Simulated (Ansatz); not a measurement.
Cost and result for the atomization energy of CH4N2OSi (`N=C1N[SiH2]O1`) (9 atoms, 9 bonds).

```json
{"atom": "N1", "x (Å)": "-0.429", "y (Å)": "-0.193", "z (Å)": "2.060"}
{"atom": "C2", "x (Å)": "-0.227", "y (Å)": "-0.067", "z (Å)": "0.832"}
{"atom": "N3", "x (Å)": "0.952", "y (Å)": "-0.211", "z (Å)": "0.113"}
{"atom": "Si4", "x (Å)": "0.093", "y (Å)": "0.162", "z (Å)": "-1.330"}
{"atom": "O5", "x (Å)": "-1.134", "y (Å)": "0.257", "z (Å)": "-0.177"}
{"atom": "H6", "x (Å)": "-1.403", "y (Å)": "-0.024", "z (Å)": "2.289"}
{"atom": "H7", "x (Å)": "1.825", "y (Å)": "-0.448", "z (Å)": "0.543"}
{"atom": "H8", "x (Å)": "0.404", "y (Å)": "1.443", "z (Å)": "-2.004"}
{"atom": "H9", "x (Å)": "-0.081", "y (Å)": "-0.919", "z (Å)": "-2.326"}
```

The species carries charge 0 and has multiplicity 1. The structure was optimised at the PBE0-D4/def2-TZVP level. It is one conformer, not always the lowest. Program: Ansatz. All runs use 2 threads of an Arm Neoverse V1 on a shared host. Times are those of one run each, without the atoms' runs, and a repeat can differ threefold. Electronic energies, without spin–orbit coupling; frozen cores. CCSD(T)/CBS adds CCSD(T) − MP2 in def2-TZVPP to the MP2 limit, and its time is that of the two runs behind it. T1 = 0.014. HSE06 is the plane-wave form, built on full-range PBE exchange.

CCSD(T)/CBS is a level of theory with its own doubt, some kJ/mol a heavy atom from the limit and from the frozen cores, so smaller differences don't rank the functionals.

```csv
level,functions,wall time
LDA (SPW92)/def2-TZVPP,222,1.7 s
PBE0-D4/def2-TZVPP,222,4 s
HSE06-D4/def2-TZVPP,222,4.3 s
CCSD(T)/def2-SVP,94,5.5 s
r2SCAN-D4/def2-TZVPP (with forces),222,7 s
r2SCANh-D4/def2-TZVPP,222,7 s
B2PLYP/def2-TZVPP,222,7.5 s
PBE-QIDH/def2-TZVPP,222,7.5 s
ωB97X-V/def2-TZVPP,222,11 s
ωB97M-V/def2-TZVPP (with forces),222,16 s
MP2/def2-QZVPP,418,26 s
CCSD(T)/def2-TZVPP,222,2.3 min
CCSD(T)/CBS(def2),–,2.7 min
```

What atomization energy does each give, and how far from CCSD(T)/CBS? (Estimate.)

Ansatz gave: 
```csv
level,atomization (kcal/mol),difference from CCSD(T)/CBS,per bond
LDA (SPW92)/def2-TZVPP,990.2,151.2,16.8
PBE0-D4/def2-TZVPP,842.8,3.8,0.4
HSE06-D4/def2-TZVPP,843.7,4.7,0.5
CCSD(T)/def2-SVP,771.3,-67.7,-7.5
r2SCAN-D4/def2-TZVPP (with forces),840.8,1.8,0.2
r2SCANh-D4/def2-TZVPP,831.7,-7.3,-0.8
B2PLYP/def2-TZVPP,832.3,-6.7,-0.7
PBE-QIDH/def2-TZVPP,830.7,-8.3,-0.9
ωB97X-V/def2-TZVPP,847.7,8.7,1.0
ωB97M-V/def2-TZVPP (with forces),846.3,7.3,0.8
MP2/def2-QZVPP,850.8,11.8,1.3
CCSD(T)/def2-TZVPP,808.8,-30.2,-3.4
CCSD(T)/CBS(def2),839.0,0.0,0.0
```

The D4 term adds +7.2 kcal/mol with B3LYP and +3.7 kcal/mol with PBE0; it sums over pairs of atoms, weighted by their polarisabilities, and B3LYP, whose exchange is more repulsive, gets the larger term. At CCSD(T), def2-SVP lies −67.7 kcal/mol from the extrapolated value and def2-TZVPP −30.2 kcal/mol: correlation converges slowly with the basis, and small sets miss more of it in the bonded molecule than in its fragments. From BLYP to BHLYP (50 % exact exchange), in def2-TZVPP and without D4, the atomization energy moves by −40.6 kcal/mol: exact exchange takes away binding that semilocal exchange gives to molecules.

B3LYP here is the variant with VWN-RPA as its local correlation; programs differ in this.
